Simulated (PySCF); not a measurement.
# Structure from NMR data

The spectra below were simulated for a compound C₂H₉NSi₃.

¹H NMR (300 MHz, computed): δ 5.03 (d, 2H), 4.84 (s, 6H), 2.09 (t, 1H).

¹³C{¹H} NMR (computed): δ 104.4 (CH), 88.3 (C).

[PySCF 2.14: geometry: GFN2-xTB; GIAO PBE0/pcSseg-1 shieldings; one conformer; non-relativistic Hamiltonian; fast rotation and ring inversion assumed for equivalent nuclei; isolated molecule]

Scale: ¹H (σref 31.72) and ¹³C (σref 186.93) vs TMS (reference shieldings calculated alike).

**Question.** What is the structure?

**Answer.** 
1. The formula gives 2 degrees of unsaturation (no ring in the answer).
2. 2 carbon signals for 2 carbons: no two carbons are equivalent.
3. Carbon types of the structure: 1 × C, 1 × CH, leaving 8 H on heteroatoms.
4. δC 104.4: terminal alkyne carbon; sp carbons lie upfield of alkene carbons because the cylindrical π system leaves one tensor component strongly shielded.
5. δC 88.3: alkyne carbon; the triple bond shields along its axis, which puts it between sp3 and sp2 carbons.
6. δH 5.03: hydrogen on a silicon bonded to C, N.
7. δH 4.84: hydrogen on a silicon bonded to N.
8. δH 2.09: hydrogen on a terminal alkyne carbon; it lies on the axis of the triple bond, in its shielding cone.

These data were computed for `InChI=1S/C2H9NSi3/c1-2-6-3(4)5/h1H,6H2,4-5H3`.

The shifts were computed for this structure.

Shifts are as computed. Against solution values, carbons near 30 ppm lie about +3 ppm off and those near 130 ppm about +5 ppm. Of 1211 compounds with measured shifts, 218 miss one by over three times the rms of a fit or turn the order of signals round; such compounds aren't used in these exercises. No couplings were computed; multiplicities are counted from neighbouring protons, with m where these are inequivalent, close in shift, in a saturated or five-membered ring or joined by F or P, and br s for small geminal =CH2 splittings.
